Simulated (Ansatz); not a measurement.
Consider the formal exchange of groups at the Al–C bond: `C#[C][AlH][CH3]` + GeH₄ → `C#[C][AlH][GeH3]` + CH₄.

Computed with Ansatz on PBE0-D4/def2-TZVP structures; ΔE is electronic, products minus reactants. CCSD(T)/CBS adds triple-zeta CCSD(T) − MP2 to the extrapolated MP2 energy (def2 sets, frozen cores). This one scheme is used for every species. DFT in def2-TZVPP. B3LYP here is the variant with VWN-RPA as its local correlation; programs differ in this. For Ge outer-core shells are correlated without core-valence functions, which leaves a few kJ/mol of doubt a bond. Scalar relativity is left out up to krypton.

```
         level  ΔE (kcal/mol)
    r2SCANh-D4           -8.0
    r2SCAN0-D4           -8.0
       ωB97M-V           -6.4
           PBE           -9.1
         B3LYP           -7.7
  MP2/def2-SVP           -6.6
MP2/def2-QZVPP           -7.0
  HF/CBS(def2)           -6.3
```

Task: What does CCSD(T)/CBS give? (An estimate is asked.)

Result: Computed: -7.9 kcal/mol. The listed levels differ from it by -0.1, -0.1, 1.5, -1.2, 0.2, 1.3, 0.9, 1.6 kcal/mol.

Largest T1 diagnostic among the species: 0.013.

Leaving LDA and LC-ωPBE aside and taking each functional with its dispersion term where it has one, the values, not all of them listed here, spread over 3.0 kcal/mol, from PBE-D4 to B97M-V. LDA lies +1.0 kcal/mol from PBE without D4. From BLYP to BHLYP (50 % exact exchange), in def2-TZVPP and without D4, ΔE moves by +0.9 kcal/mol.
